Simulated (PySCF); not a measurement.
Computed shifts of a molecule C₄H₇Cl, PySCF with PBE0/pcSseg-1, GIAO, gas phase, equivalent atoms averaged, in ppm (number of nuclei): ¹³C: 45.8 (1), 31.1 (1), 20.7 (2). ¹H: 1.78 (3), 1.26 (2), 0.93 (2). References: ¹³C against TMS (σ = 186.3 ppm); ³⁵Cl against HCl (σ = 945.9 ppm); ¹H against TMS (σ = 31.56 ppm), references at their B3LYP-D3(BJ)/def2-TZVP geometries, non-relativistic (without spin–orbit terms, shifts of atoms bonded to Cl or Br come out too high). Geometry: PBE0-D3(BJ)/def2-SVP. One conformer was computed; it need not be the lowest.

Task: Pick the molecule that these values belong to.
A. ClC1CCC1
B. CC1(Cl)CC1
C. C[C@@H]1C[C@H]1Cl
D. C/C=C(\C)Cl

Result: B, CC1(Cl)CC1
